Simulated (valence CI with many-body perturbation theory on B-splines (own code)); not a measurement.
Level structure of Au²⁹⁺

Method: relativistic CI+MBPT: four valence electrons over a frozen Dirac-Fock core [Kr] 4d10, a basis of 7 s, 7 p, 7 d, 7 f, 4 g, 2 h functions for each j, with the one-electron correlation potential Σ1, the two-electron term Σ2, the three-electron term Σ3, Breit, model QED; selected CI, second order for the rest, scaled by the run's own slope (own B-spline code, finite nucleus).

The last digits are not significant, and no measured levels were compared; by estimate large intervals hold to a few tenths of a per cent, small ones and those within an open d or f shell to about a per cent. Excitations out of the core, of the other parity, are not computed and may begin above about 185 eV (a cautious bound); beyond it only levels of the ground parity were kept, without lifetimes.

Levels 1 to 45 of 191, with energies above the lowest level, (4f5/2^4) J=4. "Leading %" is the weight of the configuration and term that name the level; weights of strongly mixed levels are sums over their largest components and can fall short. In the jj column 3d3/2^4 stands for four electrons in 3d with j = 3/2.

| No. | Configuration | Term | J | E (cm⁻¹) | Leading % | Second component | g | Leading jj |
| --- | --- | --- | --- | --- | --- | --- | --- | --- |
| 1 | 4f4 | 5I | 4 | 0.0 | 72 | 23 % 4f4 3H | 0.666 | 4f5/2^4 (70 %) |
| 2 | 4f4 | 5I | 5 | 25424 | 87 | 12 % 4f4 3H | 0.915 | 4f5/2^3 4f7/2 (84 %) |
| 3 | 4f4 | 3F | 2 | 38698 | 26 | 25 % 4f4 5F | 0.910 | 4f5/2^4 (88 %) |
| 4 | 4f4 | 5I | 6 | 43885 | 78 | 15 % 4f4 3K | 1.037 | 4f5/2^3 4f7/2 (50 %) |
| 5 | 4f4 | 3G | 4 | 54816 | 27 | 16 % 4f4 5I | 1.006 | 4f5/2^3 4f7/2 (67 %) |
| 6 | 4f4 | 5F | 1 | 55054 | 74 | 23 % 4f4 3D | 0.150 | 4f5/2^3 4f7/2 (92 %) |
| 7 | 4f4 | 5I | 7 | 55841 | 51 | 31 % 4f4 3K | 1.085 | 4f5/2^3 4f7/2 (58 %) |
| 8 | 4f4 | 5F | 3 | 63886 | 54 | 25 % 4f4 3G | 1.095 | 4f5/2^3 4f7/2 (89 %) |
| 9 | 4f4 | 3K | 8 | 64466 | 34 | 30 % 4f4 5I | 1.103 | 4f5/2^3 4f7/2 (68 %) |
| 10 | 4f4 | 5G | 2 | 66911 | 52 | 19 % 4f4 5F | 0.651 | 4f5/2^3 4f7/2 (87 %) |
| 11 | 4f4 | 5G | 3 | 70354 | 53 | 17 % 4f4 3G | 0.964 | 4f5/2^3 4f7/2 (95 %) |
| 12 | 4f4 | 5S | 2 | 70940 | 46 | 27 % 4f4 3P | 1.580 | 4f5/2^3 4f7/2 (73 %) |
| 13 | 4f4 | 3K | 6 | 79541 | 73 | 18 % 4f4 5I | 0.908 | 4f5/2^2 4f7/2^2 (64 %) |
| 14 | 4f4 | 3G | 5 | 81736 | 31 | 23 % 4f4 5F | 1.172 | 4f5/2^3 4f7/2 (62 %) |
| 15 | 4f4 | 3L | 7 | 85635 | 51 | 36 % 4f4 5I | 1.000 | 4f5/2^2 4f7/2^2 (45 %) |
| 16 | 4f4 | 5F | 4 | 88347 | 64 | 10 % 4f4 5G | 1.228 | 4f5/2^2 4f7/2^2 (67 %) |
| 17 | 4f4 | 3M | 8 | 92393 | 41 | 39 % 4f4 5I | 1.053 | 4f5/2^2 4f7/2^2 (46 %) |
| 18 | 4f4 | 5D | 0 | 98600 | 54 | 42 % 4f4 3P |  | 4f5/2^4 (78 %) |
| 19 | 4f4 | 5G | 4 | 101260 | 60 | 25 % 4f4 3H | 1.027 | 4f5/2^2 4f7/2^2 (82 %) |
| 20 | 4f4 | 5F | 2 | 103710 | 33 | 23 % 4f4 1D | 1.139 | 4f5/2^2 4f7/2^2 (83 %) |
| 21 | 4f4 | 3G | 3 | 104920 | 52 | 24 % 4f4 5G | 0.899 | 4f5/2^2 4f7/2^2 (91 %) |
| 22 | 4f4 | 5F | 5 | 107160 | 47 | 23 % 4f4 5G | 1.262 | 4f5/2^2 4f7/2^2 (56 %) |
| 23 | 4f4 | 3P | 1 | 111040 | 56 | 22 % 4f4 3D | 1.035 | 4f5/2^2 4f7/2^2 (90 %) |
| 24 | 4f4 | 3F | 2 | 111340 | 34 | 32 % 4f4 1D | 1.102 | 4f5/2^2 4f7/2^2 (73 %) |
| 25 | 4f4 | 3I | 5 | 112990 | 48 | 23 % 4f4 1H | 0.964 | 4f5/2^2 4f7/2^2 (58 %) |
| 26 | 4f4 | 3F | 4 | 115720 | 42 | 19 % 4f4 5D | 1.185 | 4f5/2^2 4f7/2^2 (59 %) |
| 27 | 4f4 | 3L | 8 | 117110 | 66 | 29 % 4f4 1L | 1.006 | 4f5/2^2 4f7/2^2 (93 %) |
| 28 | 4f4 | 5D | 1 | 117600 | 75 | 24 % 4f4 3P | 1.492 | 4f5/2^3 4f7/2 (85 %) |
| 29 | 4f4 | 3M | 9 | 117750 | 64 | 36 % 4f4 3L | 1.043 | 4f5/2^2 4f7/2^2 (98 %) |
| 30 | 4f4 | 3D | 3 | 118300 | 39 | 27 % 4f4 3F | 1.254 | 4f5/2^2 4f7/2^2 (79 %) |
| 31 | 4f4 | 5G | 6 | 118870 | 53 | 31 % 4f4 3H | 1.222 | 4f5/2^2 4f7/2^2 (55 %) |
| 32 | 4f4 | 3H | 5 | 119400 | 46 | 42 % 4f4 5G | 1.119 | 4f5/2^2 4f7/2^2 (61 %) |
| 33 | 4f4 | 3P | 0 | 120910 | 91 | 8 % 4f4 5D |  | 4f5/2^2 4f7/2^2 (96 %) |
| 34 | 4f4 | 3F | 2 | 125630 | 46 | 23 % 4f4 5G | 0.724 | 4f5/2^2 4f7/2^2 (92 %) |
| 35 | 4f4 | 3F | 4 | 126110 | 41 | 22 % 4f4 1G | 1.105 | 4f5/2^3 4f7/2 (53 %) |
| 36 | 4f4 | 3I | 6 | 127040 | 53 | 34 % 4f4 3H | 1.071 | 4f5/2^2 4f7/2^2 (77 %) |
| 37 | 4f4 | 3K | 7 | 127410 | 51 | 32 % 4f4 3L | 0.995 | 4f5/2 4f7/2^3 (73 %) |
| 38 | 4f4 | 5D | 2 | 132680 | 75 | 10 % 4f4 3P | 1.429 | 4f5/2^2 4f7/2^2 (57 %) |
| 39 | 4f4 | 3M | 8 | 133000 | 34 | 26 % 4f4 3K | 1.054 | 4f5/2 4f7/2^3 (50 %) |
| 40 | 4f4 | 3I | 7 | 134560 | 56 | 28 % 4f4 1K | 1.078 | 4f5/2^2 4f7/2^2 (80 %) |
| 41 | 4f4 | 3H | 6 | 138790 | 52 | 23 % 4f4 1I | 1.122 | 4f5/2^2 4f7/2^2 (55 %) |
| 42 | 4f4 | 3M | 10 | 140640 | 78 | 22 % 4f4 1N | 1.075 | 4f5/2^2 4f7/2^2 (75 %) |
| 43 | 4f4 | 3G | 4 | 140800 | 54 | 14 % 4f4 3H | 1.066 | 4f5/2 4f7/2^3 (58 %) |
| 44 | 4f4 | 5D | 3 | 142680 | 40 | 25 % 4f4 3D | 1.283 | 4f5/2^2 4f7/2^2 (56 %) |
| 45 | 4f4 | 3F | 3 | 150480 | 65 | 14 % 4f4 3G | 1.072 | 4f5/2^2 4f7/2^2 (48 %) |

Where two levels of one J and parity lie close, their mixing, g and order are uncertain.

The ionisation energy to 4f3 4I°_9/2 of the next ion comes out as 1025 eV (NIST: 1040 ± 50 eV (theoretical)). All 191 levels together are meant to be complete up to 1493700 cm⁻¹.
